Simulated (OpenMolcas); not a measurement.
**Nd3+: ligand-field states by method**

Nd3+ with its 6 nearest bromide ions at 2.848 Å, on the Y site of Cs2NaYBr6 (a = 11.3047 Å, distance in the model lattice 2.765 Å). The rest of the host is ab initio model potentials to 7.6 Å, with orthogonalisation functions on the cations behind the ligands, and point charges beyond; the distance is set by hand and nothing relaxes. Ligand basis ANO-RCC-VDZP.
```
Nd    0.0000    0.0000    0.0000
Br    2.8480    0.0000    0.0000
Br    0.0000    2.8480    0.0000
Br   -2.8480    0.0000    0.0000
Br    0.0000   -2.8480    0.0000
Br    0.0000    0.0000    2.8480
Br    0.0000    0.0000   -2.8480
```

- Program: OpenMolcas
- Basis: ANO-RCC-VDZP [7s6p4d2f1g]
- Scalar Hamiltonian: DKH2, point nucleus
- Active space: 3 electrons in 7 orbitals (4f)
- State averaging: 2S+1 = 4 odd, 35 roots (30 in the spin-orbit step); 2S+1 = 2 odd, 43 roots kept (CI in the orbitals of an earlier block)
- Spin-orbit coupling: state interaction with AMFI integrals over the reference wave functions

I. CASSCF
II. SS-CASPT2, IPEA 0.25 Eh, imaginary shift 0.1 Eh (closed shells correlated: 5s 5p and the ligand valence shells)

Spin-free states (labels of O, the rotations of Oh) in cm-1, each column counted from its own energy of the first state listed:

```tsv
State	Degeneracy	I	II
4A2	1	0	0
4T2	3	112	-540
4E	2	220	-430
4T1	3	307	-270
4A1	1	319	-600
4T2	3	398	210
2T1	3	14282	12380
2T2	3	14329	12400
2E	2	14498	12260
2T1	3	14518	12320
4T1	3	14567	11570
4A1	1	14634	11540
4A2	1	14673	11990
4T2	3	14684	11790
2A1	1	19014	16440
2T1	3	19047	16480
2E	2	19061	16470
2T2	3	19133	16430
2T1	3	21509	19730
2T2	3	21529	19760
```

II puts a state of multiplicity 4 lowest, 600 cm-1 below that state.

From I to II, I's first state of another spin (2T1) moves from 14282 to 12380 cm-1, by about -1900 cm-1. In II another state of that kind comes below it.

With spin-orbit coupling the lowest J multiplet is 179 (I), 212 (II) cm-1 wide, a factor of 1.18 from I to II.

χT at 300 K: I 1.64, II 1.58 cm3 K/mol.

Roots that are degenerate in the reference are averaged as groups; the widest CASPT2 spread within a group is 150 cm-1 (the 3-fold group of multiplicity 4 near 323 cm-1 above the lowest state of its run, II). Shifts and gaps below about the spread of the groups concerned are not significant. Over all roots computed the reference weight is 0.68 to 0.69 in II; a low but even weight reflects the number of correlated electrons. High states are left out of the spin-orbit mixing, which shifts the levels that they would mix with. Without dynamic correlation the ligand-field splitting of an f shell can come out too small, at times by half (holds for I). Splittings of an f shell from a small cluster at a set distance can be off by tens of per cent, mostly too small (holds for II). No measured value stands beside these numbers; the geometry was set by hand and not optimised.
